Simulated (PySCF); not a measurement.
BrPb, charge +1, singlet, at a GFN2-xTB geometry (such geometries of metal compounds can be far from the true shape) (core potentials on Pb). Base run: PySCF with HF/def2-SV(P).

Here is a job for PySCF.
```python
from pyscf import gto, scf

mol = gto.M(
    atom='''
Pb   -0.00000000   -0.00000000   -0.73931040
Br    0.00000000    0.00000000    1.73209864
''',
    basis='def2-sv(p)',
    ecp={'Pb': 'def2-sv(p)'},
    charge=1,
    verbose=4,
)

mf = scf.RHF(mol)
mf.kernel()
```

Variants of this job, named by their change:

```json
[
 {"change": "base", "basis functions": "58", "E (Eh)": "-2763.75095", "HOMO (eV)": "-16.57", "HOMO-LUMO gap (eV)": "10.67"},
 {"change": "basis = Sapporo-DKH3-DZP-2012; relativity = spin-free X2C (without ecp={'Pb': 'def2-sv(p)'})", "basis functions": "116", "E (Eh)": "-23486.15072", "HOMO (eV)": "-16.55", "HOMO-LUMO gap (eV)": "10.61"},
 {"change": "basis = Sapporo-DKH3-DZP-2012; relativity = spin-free X2C; nucleus = Gaussian (with nucmod='G'; without ecp={'Pb': 'def2-sv(p)'})", "basis functions": "116", "E (Eh)": "-23482.51228", "HOMO (eV)": "-16.55", "HOMO-LUMO gap (eV)": "10.61"},
 {"change": "basis = ANO-RCC-VDZP; relativity = none (without ecp={'Pb': 'def2-sv(p)'})", "basis functions": "95", "E (Eh)": "-19077.47245", "HOMO (eV)": "-13.33", "HOMO-LUMO gap (eV)": "5.97"},
 {"change": "basis = ANO-RCC-VDZP; relativity = spin-free X2C (without ecp={'Pb': 'def2-sv(p)'})", "basis functions": "95", "E (Eh)": "-23488.50465", "HOMO (eV)": "-16.57", "HOMO-LUMO gap (eV)": "10.48"},
 {"change": "basis = ANO-RCC-VDZP; relativity = spin-free X2C; nucleus = Gaussian (with nucmod='G'; without ecp={'Pb': 'def2-sv(p)'})", "basis functions": "95", "E (Eh)": "-23483.31316", "HOMO (eV)": "-16.57", "HOMO-LUMO gap (eV)": "10.48"},
 {"change": "basis = x2c-TZVPall; relativity = spin-free X2C; nucleus = Gaussian (with nucmod='G'; without ecp={'Pb': 'def2-sv(p)'})", "basis functions": "131", "E (Eh)": "-23484.12888", "HOMO (eV)": "-16.54", "HOMO-LUMO gap (eV)": "10.65"},
 {"change": "basis = x2c-TZVPall; relativity = spin-free X2C (without ecp={'Pb': 'def2-sv(p)'})", "basis functions": "131", "E (Eh)": "-23488.43722", "HOMO (eV)": "-16.54", "HOMO-LUMO gap (eV)": "10.65"},
 {"change": "basis = Sapporo-DKH3-DZP-2012; relativity = none (without ecp={'Pb': 'def2-sv(p)'})", "basis functions": "116", "E (Eh)": "-19258.23744", "HOMO (eV)": "-12.83", "HOMO-LUMO gap (eV)": "5.92"},
 {"change": "basis = x2c-TZVPall; relativity = none (without ecp={'Pb': 'def2-sv(p)'})", "basis functions": "131", "E (Eh)": "-21236.07068", "HOMO (eV)": "-15.44", "HOMO-LUMO gap (eV)": "9.63"}
]
```

Totals shift with the method and basis; they matter in differences.

Basis sets contracted for a relativistic Hamiltonian are a mismatch without it, so the rows without relativity aren't non-relativistic limits. No row has spin-orbit coupling; sets with core potentials leave out the core electrons.
